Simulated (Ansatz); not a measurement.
C2H5ClSSi can be A, `C=C(Cl)S[SiH3]`, or B, `C[Si]1(Cl)CS1`.

Gas-phase electronic energies from Ansatz, PBE0-D4/def2-TZVP geometries. CCSD(T)/CBS is the MP2 limit (def2-TZVPP, def2-QZVPP) plus CCSD(T) − MP2 in def2-TZVPP, frozen cores. DFT in def2-TZVPP. B3LYP here is the variant with VWN-RPA as its local correlation; programs differ in this. Each species was taken in one conformer, which may not be the lowest.

Problem. Which isomer does CCSD(T)/CBS put lower? Give the gap. (An estimate is asked.)

Solution. Ansatz gave: B, by 55.8 kcal/mol.

Problem. Give E(B) − E(A) in kcal/mol with PBE-D4, CCSD(T)/def2-TZVPP, PBE0-D4, r2SCAN-D4, B2PLYP, B3LYP, CCSD/def2-TZVPP. (An estimate is asked.)

Solution. Ansatz gave: PBE-D4 -54.8, CCSD(T)/def2-TZVPP -54.9, PBE0-D4 -58.0, r2SCAN-D4 -57.8, B2PLYP -54.8, B3LYP -53.0, CCSD/def2-TZVPP -55.4. None reverses the order clearly.

Largest T1 diagnostic: 0.012.

From PBE to PBE0 (25 % exact exchange), in def2-TZVPP and without D4, E(B) − E(A) moves by −3.1 kcal/mol. In def2-TZVPP, CCSD(T) changes the Hartree–Fock value by −1.6 kcal/mol (the triples alone add +0.6 kcal/mol) and MP2 by −4.9 kcal/mol.
